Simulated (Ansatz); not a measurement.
Geometry optimisation, RKS PBE0-D4/def2-SVP in Ansatz 0.2.0.

Input file:

```yaml
crystal:
  periodic: [false, false, false]
  atoms:
    - { symbol: Ti, position_ang: [-0.364233, -0.415006, -0.411841] }
    - { symbol: C, position_ang: [1.337546, 1.009663, 0.194123] }
    - { symbol: "N", position_ang: [-0.896177, -0.517924, 1.345593] }
    - { symbol: H, position_ang: [-0.365016, 0.283027, 1.702985] }
    - { symbol: O, position_ang: [-1.484977, 0.500192, -1.450507] }
    - { symbol: O, position_ang: [0.182437, -1.94705, -1.123806] }
    - { symbol: H, position_ang: [1.858299, 1.426611, -0.6878] }
    - { symbol: H, position_ang: [2.057668, 0.445995, 0.818279] }
    - { symbol: H, position_ang: [0.904811, 1.845679, 0.778363] }
    - { symbol: H, position_ang: [-1.011822, -1.231888, 2.057622] }
    - { symbol: H, position_ang: [-2.277259, 1.012843, -1.267759] }
    - { symbol: H, position_ang: [0.058524, -2.412043, -1.95525] }
basis:
  gaussian: { orbitals: def2-SVP }
hamiltonian:
  xc: pbe0
  dispersion: d4
relax:
  f_tol: 0.03
  max_steps: 50
```

Launched with:

```bash
$ ansatz run input.yaml --threads 4 --pin off --max-ram 5120MiB --backend cpu --events-out ev --progress --plain --runs-dir out
```

**Question.** Where does it end, and by what steps?

**Answer.** It converged. After 8 steps the energy has fallen by 0.505 eV; H4 moved furthest, 1.04 Å.

```csv
step,energy less start (eV),largest force component (eV/Å),accepted
0,0.0000,1.295,yes
1,-0.3017,0.619,yes
2,-0.3840,0.881,yes
3,-0.4296,0.697,yes
4,-0.4782,0.433,yes
5,-0.4973,0.140,yes
6,-0.5007,0.339,yes
7,-0.5034,0.130,yes
8,-0.5045,0.026,yes
```

```xyz
12
Properties=species:S:1:pos:R:3
Ti -0.276 -0.277 -0.262
C 1.387 0.944 -0.007
N -0.907 -0.578 1.465
H -1.329 0.124 2.069
O -1.392 0.659 -1.276
O 0.299 -1.805 -0.966
H 1.801 1.210 -0.995
H 2.157 0.416 0.578
H 1.110 1.871 0.522
H -0.834 -1.462 1.961
H -2.211 1.158 -1.283
H 0.194 -2.259 -1.806
```

Time of the run: 30 s on 4 threads of Arm Neoverse V1, with other jobs on the host, peak memory 0.32 GiB.
